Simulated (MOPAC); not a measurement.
MOPAC input (PM3):

```
PM3 1SCF GEO-OK AUX(PRECISION=9) THREADS=1
C2H2F4

F    -1.68110000 1   -0.99963200 1    0.12450600 1
C    -1.15174800 1    0.25663100 1   -0.06247700 1
C     0.36464100 1    0.18292900 1   -0.02168600 1
F     0.85379300 1   -0.61150200 1   -0.98478200 1
F     0.81253500 1   -0.27546500 1    1.15611300 1
F     0.86765900 1    1.42059300 1   -0.20625700 1
H    -1.49374100 1    0.91735400 1    0.73499200 1
H    -1.45960700 1    0.63933800 1   -1.03624700 1
```

Output:

```
 *******************************************************************************
 **                                                                           **
 **                              MOPAC v23.2.5                                **
 **                                                                           **
 *******************************************************************************
 ** MOPAC's Digital Object Identifier: https://doi.org/10.5281/zenodo.6511958 **
 **                                                                           **
 ** Please cite the open-source release paper for use of this MOPAC version:  **
 ** J. E. Moussa and J. J. P. Stewart (2026)                                  **
 ** MOPAC: An open-source semiempirical molecular orbital program             **
 ** J. Open Source Softw., 11(119), 8025, https://doi.org/10.21105/joss.08025 **
 *******************************************************************************

                              PM3 CALCULATION RESULTS

 *******************************************************************************
 *  PM3        - The PM3 Hamiltonian to be used
 *  GEO-OK     - OVERRIDE INTERATOMIC DISTANCE AND OTHER SAFETY CHECKS
 *  1SCF       - DO 1 SCF AND THEN STOP
 *  AUX        - OUTPUT AUXILIARY INFORMATION
 *******************************************************************************
PM3 1SCF GEO-OK AUX(PRECISION=9) THREADS=1
 C2H2F4

   ATOM   CHEMICAL          X               Y               Z
  NUMBER   SYMBOL      (ANGSTROMS)     (ANGSTROMS)     (ANGSTROMS)

     1       F         -1.68110000  *  -0.99963200  *   0.12450600  *
     2       C         -1.15174800  *   0.25663100  *  -0.06247700  *
     3       C          0.36464100  *   0.18292900  *  -0.02168600  *
     4       F          0.85379300  *  -0.61150200  *  -0.98478200  *
     5       F          0.81253500  *  -0.27546500  *   1.15611300  *
     6       F          0.86765900  *   1.42059300  *  -0.20625700  *
     7       H         -1.49374100  *   0.91735400  *   0.73499200  *
     8       H         -1.45960700  *   0.63933800  *  -1.03624700  *

          CARTESIAN COORDINATES

    NO.       ATOM           X           Y           Z

     1         F         -1.6811     -0.9996      0.1245
     2         C         -1.1517      0.2566     -0.0625
     3         C          0.3646      0.1829     -0.0217
     4         F          0.8538     -0.6115     -0.9848
     5         F          0.8125     -0.2755      1.1561
     6         F          0.8677      1.4206     -0.2063
     7         H         -1.4937      0.9174      0.7350
     8         H         -1.4596      0.6393     -1.0362

  H: (PM3): J. J. P. STEWART, J. COMP. CHEM. 10, 209 (1989).
  C: (PM3): J. J. P. STEWART, J. COMP. CHEM. 10, 209 (1989).
  F: (PM3): J. J. P. STEWART, J. COMP. CHEM. 10, 209 (1989).

           Empirical Formula: C2 H2 F4  =     8 atoms

      MOLECULAR POINT GROUP   :   Cs

      RHF CALCULATION, NO. OF DOUBLY OCCUPIED LEVELS = 19

 -------------------------------------------------------------------------------
 PM3 1SCF GEO-OK AUX(PRECISION=9) THREADS=1
 C2H2F4

     1SCF WAS SPECIFIED, SO BFGS WAS NOT USED
     SCF FIELD WAS ACHIEVED

                              PM3 CALCULATION
                                                       MOPAC v23.2.5 Linux

          FINAL HEAT OF FORMATION =       -208.32474 KCAL/MOL =    -871.63072 KJ/MOL

          COSMO AREA              =        106.10 SQUARE ANGSTROMS
          COSMO VOLUME            =         91.57 CUBIC ANGSTROMS

          IONIZATION POTENTIAL    =         13.936161 EV
          HOMO LUMO ENERGIES (EV) =        -13.936  0.749
          NO. OF FILLED LEVELS    =         19
          MOLECULAR WEIGHT        =        102.0314         POINT GROUP:  Cs

          MOLECULAR DIMENSIONS (Angstroms)

            Atom       Atom       Distance
            F     6    F     1     3.53031
            H     8    F     5     3.18643
            F     4    H     7     3.10290

          SCF CALCULATIONS        =          1

   ATOM   CHEMICAL          X               Y               Z
  NUMBER   SYMBOL      (ANGSTROMS)     (ANGSTROMS)     (ANGSTROMS)

     1       F         -1.68110000  *  -0.99963200  *   0.12450600  *
     2       C         -1.15174800  *   0.25663100  *  -0.06247700  *
     3       C          0.36464100  *   0.18292900  *  -0.02168600  *
     4       F          0.85379300  *  -0.61150200  *  -0.98478200  *
     5       F          0.81253500  *  -0.27546500  *   1.15611300  *
     6       F          0.86765900  *   1.42059300  *  -0.20625700  *
     7       H         -1.49374100  *   0.91735400  *   0.73499200  *
     8       H         -1.45960700  *   0.63933800  *  -1.03624700  *

                             CARTESIAN COORDINATES

   1    F       -1.681100000    -0.999632000     0.124506000
   2    C       -1.151748000     0.256631000    -0.062477000
   3    C        0.364641000     0.182929000    -0.021686000
   4    F        0.853793000    -0.611502000    -0.984782000
   5    F        0.812535000    -0.275465000     1.156113000
   6    F        0.867659000     1.420593000    -0.206257000
   7    H       -1.493741000     0.917354000     0.734992000
   8    H       -1.459607000     0.639338000    -1.036247000

           Empirical Formula: C2 H2 F4  =     8 atoms

      MOLECULAR POINT GROUP   :   Cs

                  EIGENVALUES
 -36.63054 -29.15386 -25.28170 -25.24654 -22.09188 -19.95541 -19.77338 -19.50085
 -19.34151 -18.51113 -18.16206 -17.37416 -17.37113 -16.82251 -16.81112 -16.49236
 -16.48365 -13.93745 -13.93616   0.74887   1.81890   2.06713   2.08986   2.52138
   3.07782   3.18895

              NET ATOMIC CHARGES AND DIPOLE CONTRIBUTIONS

  ATOM NO.   TYPE          CHARGE      No. of ELECS.   s-Pop       p-Pop
    1          F          -0.123686        7.1237     1.78640     5.33728
    2          C           0.002196        3.9978     1.15867     2.83913
    3          C           0.319628        3.6804     1.17150     2.50887
    4          F          -0.119601        7.1196     1.76321     5.35640
    5          F          -0.119601        7.1196     1.76321     5.35640
    6          F          -0.129134        7.1291     1.76942     5.35971
    7          H           0.085099        0.9149     0.91490
    8          H           0.085099        0.9149     0.91490
 DIPOLE           X         Y         Z       TOTAL
 POINT-CHG.    -1.156     1.142    -0.202     1.638
 HYBRID        -0.121     0.254    -0.042     0.284
 SUM           -1.277     1.396    -0.244     1.907

          ATOMIC ORBITAL ELECTRON POPULATIONS

     Atom    s        px        py        pz
    1  F   1.78640   1.88899   1.46973   1.97857
    2  C   1.15867   0.90535   0.88568   1.04810
    3  C   1.17150   0.92006   0.79292   0.79590
    4  F   1.76321   1.90304   1.77353   1.67983
    5  F   1.76321   1.91509   1.90480   1.53650
    6  F   1.76942   1.90246   1.49577   1.96149
    7  H   0.91490
    8  H   0.91490

 **********************
 *                    *
 * JOB ENDED NORMALLY *
 *                    *
 **********************

 == MOPAC DONE ==
```

The geometry given is a B3LYP-D3(BJ)/def2-TZVP minimum.
